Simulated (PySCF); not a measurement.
H3O2, SMILES O[OH2+], charge +1.

Coordinates come from a B3LYP-D3(BJ)/def2-TZVP optimisation. The isomer is the one that the SMILES or the coordinates give; other isomers of the formula were not compared.

Two levels are set side by side: PBE/def2-TZVPD (PySCF) and ωB97X/def2-TZVPD (PySCF). Same geometry, gas phase. Differences are taken from unrounded values.

```tsv
quantity	PBE
orbital gap (eV)	5.02
highest occupied level (eV)	-15.42
lowest empty level (eV)	-10.39
mean polarisability (bohr³)	12.7
```

These are the PBE values. What does ωB97X give? (An estimate is asked for; the answer gives what the named calculation found.)


```json
[
 {"quantity": "orbital gap (eV)", "ωB97X": "13.93", "PBE minus ωB97X": "-8.91"},
 {"quantity": "highest occupied level (eV)", "ωB97X": "-20.07", "PBE minus ωB97X": "4.66"},
 {"quantity": "lowest empty level (eV)", "ωB97X": "-6.14", "PBE minus ωB97X": "-4.25"},
 {"quantity": "mean polarisability (bohr³)", "ωB97X": "12.4", "PBE minus ωB97X": "0.3"}
]
```

PBE's occupied levels lie high since its potential decays too fast outside the molecule; exact exchange lowers them and widens the gap. Differences between two approximate levels are no errors against the true value.

Rough cost on one machine, each run with all the roots and properties that it gave: ωB97X against PBE within a factor of 2.
